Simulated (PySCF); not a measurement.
**`CC[C@@H](Cl)[SiH2]O`: 4 charge schemes on one density**

C3H9ClOSi.
Atom-mapped SMILES: `[CH3:1][CH2:2][C@@H:3]([Cl:4])[SiH2:5][OH:6]` (hydrogens: H7, H8, H9 on C1; H10, H11 on C2; H12 on C3; H13, H14 on Si5; H15 on O6)

Geometry (GFN2-xTB, Å), atoms numbered from 1 in this order:
```xyz
15
C3H9ClOSi angstrom
C      2.2967    0.0109    0.1573
C      0.8859    0.5542    0.3532
C     -0.1885   -0.3219   -0.2627
Cl    -0.2287   -1.9142    0.5843
Si    -1.9610    0.3999   -0.1445
O     -3.0277   -0.6486   -0.7607
H      2.3973   -0.9675    0.6213
H      2.5256   -0.0862   -0.9020
H      3.0254    0.6807    0.6074
H      0.6844    0.6745    1.4195
H      0.8047    1.5393   -0.1136
H      0.0825   -0.5658   -1.2923
H     -2.2182    0.6740    1.2673
H     -2.0849    1.5549   -1.0210
H     -2.9980   -1.5764   -0.5352
```

Density: PBE0/pcSseg-1 (PySCF); schemes: Mulliken, IAO, Hirshfeld and ESP-fitted. One conformer (not necessarily the lowest) at the GFN2-xTB geometry, without solvent, vibrations or thermal averaging.

Problem. Tabulate the Mulliken, IAO, Hirshfeld and ESP-fitted charges.

Solution. In e; atoms taken as equivalent share a row and are averaged (×n: the atom named and its like, n in all):

```tsv
atom	environment	Mulliken	IAO	Hirshfeld	ESP-fitted
C1	methyl carbon	-0.252	-0.420	-0.121	-0.303
C2	chain CH2 carbon	-0.240	-0.249	-0.073	+0.234
C3	sp3 C–Cl carbon	-0.532	-0.381	-0.080	-0.458
Cl4	alkyl chlorine	-0.155	-0.131	-0.054	-0.133
Si5	oxygen-bound silicon	+0.917	+1.028	+0.389	+0.624
O6	silanol oxygen	-0.551	-0.790	-0.309	-0.641
H7/H8/H9	methyl hydrogen	+0.119	+0.144	+0.038	+0.081
H10	methylene hydrogen	+0.133	+0.142	+0.037	+0.011
H11	methylene hydrogen	+0.133	+0.140	+0.045	0.000
H12	methine hydrogen	+0.178	+0.159	+0.042	+0.215
H13	Si–H hydrogen	-0.116	-0.156	-0.083	-0.116
H14	Si–H hydrogen	-0.120	-0.142	-0.077	-0.090
H15	hydroxyl hydrogen	+0.249	+0.369	+0.170	+0.411
```

Mean size of the charges over all atoms: IAO 0.303 e, Mulliken 0.262 e, ESP-fitted 0.232 e, Hirshfeld 0.106 e. Each set sums to the total charge, 0, to within 0.001 e. The ESP scheme fits charges at the nuclei, held to the total charge, to the electrostatic potential on points at 1.4 to 2.0 times the van der Waals radii. The Mulliken scheme counts on each atom the diagonal of the density matrix times the overlap matrix over that atom's basis functions.

Lowest charge. All schemes agree: Mulliken O6 (-0.551); IAO O6 (-0.790); Hirshfeld O6 (-0.309); ESP-fitted O6 (-0.641).

Highest charge. All schemes agree: Mulliken Si5 (+0.917); IAO Si5 (+1.028); Hirshfeld Si5 (+0.389); ESP-fitted Si5 (+0.624).

Problem. How many electrons does the Mulliken scheme count on C3?

Solution. Z − q = 6 − (-0.532) = 6.532.

Problem. How closely do the schemes follow one another over all atoms?

Solution. Correlation coefficient and root-mean-square difference: IAO with Hirshfeld 0.99, 0.255 e; Mulliken with IAO 0.98, 0.097 e; Mulliken with Hirshfeld 0.94, 0.210 e; IAO with ESP-fitted 0.90, 0.182 e; Hirshfeld with ESP-fitted 0.89, 0.190 e; Mulliken with ESP-fitted 0.88, 0.162 e.
